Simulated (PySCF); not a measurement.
Isomers of C7H12SSi, mass 156.043 u with the commonest isotopes. Computed with PBE0/pcSseg-1 in PySCF (dipole) on a GFN2-xTB geometry, gas phase. One conformer each, none proved a minimum here; rigid rotors.

Question: Order these by rotational constant C, largest first.
A. `[CH3:1][C:2](=[S:3])[C@@H:4]1[CH2:5][CH:6]=[CH:7][SiH2:8][CH2:9]1` with C1–C2–C4–C5 45°, C2–C4–C5–C6 173°, C4–C5–C6–C7 30°, C6–C7–Si8–C9 1°, C7–Si8–C9–C4 -32°
B. `[CH:1]#[C:2][SiH2:3]/[C:4](=[CH:5]\[S:6][CH3:7])[CH2:8][CH3:9]` with C2–Si3–C4–C5 166°, C4–C5–S6–C7 -178°, Si3–C4–C8–C9 -70°
C. `[CH:1]#[C:2][C@@:3]1([SiH3:4])[CH2:5][CH2:6][CH2:7][S:8][CH2:9]1` with C2–C3–C5–C6 61°, C3–C5–C6–C7 63°, C5–C6–C7–S8 -65°, C6–C7–S8–C9 57°

Answer: C (848.6 MHz), A (615.9 MHz), B (494.0 MHz).

Question: Order these by radius of gyration √(Σ m r²/M), smallest first.
A. `[CH:1]#[C:2][C@@:3]1([SiH3:4])[CH2:5][CH2:6][CH2:7][S:8][CH2:9]1` with C2–C3–C5–C6 61°, C3–C5–C6–C7 63°, C5–C6–C7–S8 -65°, C6–C7–S8–C9 57°
B. `[CH:1]#[C:2][SiH2:3]/[C:4](=[CH:5]\[S:6][CH3:7])[CH2:8][CH3:9]` with C2–Si3–C4–C5 166°, C4–C5–S6–C7 -178°, Si3–C4–C8–C9 -70°
C. `[CH3:1][C:2](=[S:3])[C@@H:4]1[CH2:5][CH:6]=[CH:7][SiH2:8][CH2:9]1` with C1–C2–C4–C5 45°, C2–C4–C5–C6 173°, C4–C5–C6–C7 30°, C6–C7–Si8–C9 1°, C7–Si8–C9–C4 -32°

Answer: A (2.165 Å), C (2.395 Å), B (2.598 Å).

Question: Order these by out-of-plane moment Σ m c² = (Ia + Ib − Ic)/2, largest first.
A. `[CH:1]1=[C:2]([CH:3]2[CH2:4][CH2:5][CH2:6][CH2:7]2)[S:8][SiH2:9]1` with C1–C2–C3–C4 -127°, C2–C3–C4–C5 -149°, C3–C4–C5–C6 3°, C4–C5–C6–C7 23°, C5–C6–C7–C3 -40°
B. `[CH:1]#[C:2][C@@:3]1([SiH3:4])[CH2:5][CH2:6][CH2:7][S:8][CH2:9]1` with C2–C3–C5–C6 61°, C3–C5–C6–C7 63°, C5–C6–C7–S8 -65°, C6–C7–S8–C9 57°
C. `[CH3:1][C:2](=[S:3])[C@@H:4]1[CH2:5][CH:6]=[CH:7][SiH2:8][CH2:9]1` with C1–C2–C4–C5 45°, C2–C4–C5–C6 173°, C4–C5–C6–C7 30°, C6–C7–Si8–C9 1°, C7–Si8–C9–C4 -32°
D. `[CH:1]#[C:2][SiH2:3]/[C:4](=[CH:5]\[S:6][CH3:7])[CH2:8][CH3:9]` with C2–Si3–C4–C5 166°, C4–C5–S6–C7 -178°, Si3–C4–C8–C9 -70°

Answer: B (135.83 u·Å²), C (74.61 u·Å²), A (65.52 u·Å²), D (30.32 u·Å²).

```tsv
SMILES	point group	Ia (u·Å²)	Ib (u·Å²)	Ic (u·Å²)	κ	μa (D)	μb (D)	μc (D)
C#C[SiH2]/C(=C\SC)CC	C1	243.25	840.49	1023.09	-0.86	1.11	1.68	0.62
C#C[C@@]1([SiH3])CCCSC1	C1	293.23	573.94	595.52	-0.93	0.60	1.27	1.14
CC(=S)[C@@H]1CC=C[SiH2]C1	C1	237.04	732.70	820.52	-0.90	1.69	1.92	1.56
C1=C(C2CCCC2)S[SiH2]1	C1	160.45	786.63	816.04	-0.98	0.21	1.50	0.39
```
